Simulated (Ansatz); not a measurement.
A structure relaxed at B3LYP-D4/def2-SVP in Ansatz, charge 0, doublet:

```
atom   x (Å)   y (Å)   z (Å)
 Ga1  -0.461   2.737  -0.440
 Si2  -1.202   0.111  -0.703
 Si3   0.845   0.472   0.515
 Si4   0.627  -1.632   1.469
 Si5   0.191  -1.688  -0.841
```

Question: Give its formula.

Answer: the cluster GaSi₄.

Question: Summarise the bond lengths by kind (pairs closer than 1.2 times the sum of covalent radii, bridged metal pairs left out).

Answer: 5 × Si–Si 2.28 to 2.63 Å; 2 × Ga–Si 2.74 to 2.78 Å.

The relaxation made no stability test and no search for a lower SCF solution. Another isomer (doublet) lies 0.23 eV lower at PBE0-D4/def2-TZVP; other spin states weren't run for this one.
